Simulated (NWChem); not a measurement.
Polarisability of H₃Al

```
Al
H 1 1.6008
H 1 1.6008 2 120.00
H 1 1.6008 2 120.00 3 180.00
```
Charge 0, spin multiplicity 1.

All runs are NWChem calculations. The geometry was optimised at PBE/def2-SVP, a minimum by its harmonic frequencies.

Basis set: 6-31G*. The field's frequency is 0.0773 Ha (589 nm). This basis has no diffuse functions, which lowers polarisabilities.

The correlated methods keep 5 core orbitals frozen. B3LYP has NWChem's definition, with VWN1-RPA local correlation. The Pople sets run with spherical d functions. The structure started from a generated list of species. No row is a measurement; the coupled-cluster row has its own basis-set and correlation limits.

Problem. Order these methods by the isotropic polarisability they give, lowest first: LDA (SVWN5), HF, CCSD linear response, PBE, B3LYP.

Solution. HF (22.22 bohr³), CCSD linear response (23.97 bohr³), B3LYP (24.43 bohr³), PBE (25.47 bohr³), LDA (SVWN5) (25.93 bohr³)
